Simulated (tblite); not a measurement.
Compound: C5H5N2O (doublet state).
SMILES with atom numbers: `[CH:1]#[C:2][C@H:3]([CH:4]=[N:5])[C:6]([NH2:7])=[O:8]` (hydrogens: H9 on C1; H10 on C3; H11 on C4; H12, H13 on N7)

The geometry is computed with GFN2-xTB (gas phase). This method treats the open shell by occupation alone, without spin polarisation.

Problem. Give the optimised bond lengths and angles.

Solution. 
| bond | length (Å) |
| --- | --- |
| C1≡C2 | 1.199 |
| C2–C3 | 1.442 |
| C3–C4 | 1.540 |
| C4=N5 | 1.217 |
| C3–C6 | 1.547 |
| C6–N7 | 1.338 |
| C6=O8 | 1.209 |
| C1–H9 | 1.049 |
| C3–H10 | 1.094 |
| C4–H11 | 1.095 |
| N7–H12 | 1.028 |
| N7–H13 | 1.007 |

A selection of angles:
| angle | degrees |
| --- | --- |
| C1–C2–C3 | 178.1 |
| C2–C3–C4 | 107.5 |
| C2–C3–C6 | 108.2 |
| C4–C3–C6 | 112.6 |
| C3–C4–N5 | 126.4 |
| C3–C6–N7 | 114.0 |
| C3–C6–O8 | 119.6 |
| N7–C6–O8 | 126.3 |
| H12–N7–C6 | 117.7 |
| H13–N7–C6 | 118.7 |

Torsions: C2–C3–C4–N5 -90°; C2–C3–C6–N7 82° (synclinal).

C4 (carbon bonded to C, N and H) is planar (angles 126.4°, 122.9° and 110.7°, sum 360.0°, 0.01 Å off the plane of its three neighbours). H12 on N7 lies 1.77 Å from N5, 5 bonds away (angle at H 137°; Bondi radii sum to 2.75 Å). N7 (nitrogen bonded to C and 2 H) has angles 119.2°, 118.7° and 117.7°, sum 355.6°, 0.14 Å off the plane of its three neighbours. The 2 C–N bonds span 1.217 Å (C4=N5, drawn double) to 1.338 Å (C6–N7, drawn single), a spread of 0.121 Å. Of the pairs four or more bonds apart, those above aside, C4···H12 is among the closest relative to their van der Waals radii: 2.33 Å, 80 % of the sum of Bondi's values. The 4 C–C bonds span 1.199 Å (C1≡C2, drawn triple) to 1.547 Å (C3–C6, drawn single), a spread of 0.348 Å. C6 (carbon bonded to C, N and O) is planar (angles 126.3°, 119.6° and 114.0°, sum 359.9°, 0.02 Å off the plane of its three neighbours).

Point group: C1 (no symmetry element, even within 0.4 Å). Its GFN2-xTB frequencies are all real (lowest 59 cm⁻¹). Torsions: C2–C3–C4–N5 -90°, C2–C3–C6–N7 82°, C3–C6–N7–H 19° and 175°. 3 starts were optimised and ended at 0.00, 1.47 and 3.21 kcal/mol (GFN2-xTB); the lowest of these is shown.

Hardware: an Intel Xeon at 2.50 GHz with one thread, no GPU (shared host). Cost: 2.3 s of wall time. That covers the optimisation of the geometry.

One conformer stands for the species.
